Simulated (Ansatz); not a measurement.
Geometry optimisation, Ansatz, RKS B3LYP-D4/def2-SVP.

Input file:

```yaml
crystal:
  periodic: [false, false, false]
  atoms:
    - { symbol: B, position_ang: [-0.9393, 1.5995, -1.4863] }
    - { symbol: Se, position_ang: [0.6148, 2.0745, -0.3688] }
    - { symbol: Al, position_ang: [1.0063, -0.2638, -0.0715] }
    - { symbol: C, position_ang: [0.2409, -1.2242, 1.4423] }
    - { symbol: H, position_ang: [-0.866, 1.4953, -2.6821] }
    - { symbol: H, position_ang: [-2.0459, 1.523, -0.9928] }
    - { symbol: H, position_ang: [2.0137, -1.0488, -1.0704] }
    - { symbol: H, position_ang: [0.60706, -2.30615, 1.35698] }
    - { symbol: H, position_ang: [-0.89181, -1.28585, 1.42422] }
    - { symbol: H, position_ang: [0.58958, -0.85904, 2.42063] }
basis:
  gaussian: { orbitals: def2-SVP }
hamiltonian:
  xc: b3lyp
  dispersion: d4
relax:
  f_tol: 0.015
  max_steps: 40
```

Run as:

```bash
$ ansatz run input.yaml --threads 2 --pin off --max-ram 3072MiB --backend cpu --events-out ev --progress --plain --runs-dir out
```

Q: Where does it end, and by what steps?

A: It converged. After 38 steps the energy has fallen by 0.892 eV; H5 moved furthest, 1.87 Å. Joined: B1–Al3.

```json
{"step": "0", "energy less start (eV)": "0.0000", "largest force component (eV/Å)": "1.508", "accepted": "yes"}
{"step": "2", "energy less start (eV)": "-0.1038", "largest force component (eV/Å)": "0.208", "accepted": "yes"}
{"step": "4", "energy less start (eV)": "-0.1190", "largest force component (eV/Å)": "0.116", "accepted": "yes"}
{"step": "6", "energy less start (eV)": "-0.1605", "largest force component (eV/Å)": "0.710", "accepted": "yes"}
{"step": "8", "energy less start (eV)": "-0.3805", "largest force component (eV/Å)": "0.839", "accepted": "yes"}
{"step": "10", "energy less start (eV)": "-0.5976", "largest force component (eV/Å)": "0.388", "accepted": "yes"}
{"step": "12", "energy less start (eV)": "-0.7286", "largest force component (eV/Å)": "0.304", "accepted": "yes"}
{"step": "14", "energy less start (eV)": "-0.8143", "largest force component (eV/Å)": "0.322", "accepted": "yes"}
{"step": "16", "energy less start (eV)": "-0.8392", "largest force component (eV/Å)": "0.402", "accepted": "yes"}
{"step": "18", "energy less start (eV)": "-0.8772", "largest force component (eV/Å)": "0.045", "accepted": "yes"}
{"step": "20", "energy less start (eV)": "-0.8787", "largest force component (eV/Å)": "0.022", "accepted": "yes"}
{"step": "22", "energy less start (eV)": "-0.8804", "largest force component (eV/Å)": "0.113", "accepted": "yes"}
{"step": "24", "energy less start (eV)": "-0.8855", "largest force component (eV/Å)": "0.078", "accepted": "yes"}
{"step": "26", "energy less start (eV)": "-0.8823", "largest force component (eV/Å)": "0.249", "accepted": "no"}
{"step": "28", "energy less start (eV)": "-0.8851", "largest force component (eV/Å)": "0.210", "accepted": "no"}
{"step": "30", "energy less start (eV)": "-0.8886", "largest force component (eV/Å)": "0.093", "accepted": "yes"}
{"step": "32", "energy less start (eV)": "-0.8901", "largest force component (eV/Å)": "0.107", "accepted": "yes"}
{"step": "34", "energy less start (eV)": "-0.8918", "largest force component (eV/Å)": "0.080", "accepted": "yes"}
{"step": "36", "energy less start (eV)": "-0.8923", "largest force component (eV/Å)": "0.038", "accepted": "yes"}
{"step": "38", "energy less start (eV)": "-0.8925", "largest force component (eV/Å)": "0.007", "accepted": "yes"}
```

```xyz
10
Properties=species:S:1:pos:R:3
B -0.830 1.381 -1.203
Se 0.295 2.320 -0.007
Al 0.879 -0.002 -0.147
C 0.185 -1.216 1.219
H -0.638 0.163 -1.395
H -1.748 1.826 -1.834
H 2.015 -0.369 -1.181
H 0.058 -2.240 0.829
H -0.781 -0.879 1.629
H 0.894 -1.279 2.064
```

Whether the end is a true minimum wasn't checked by a vibrational analysis.

Time of the run: 3.8 min on 2 threads of Arm Neoverse N1 (shared host), peak memory 0.25 GiB.
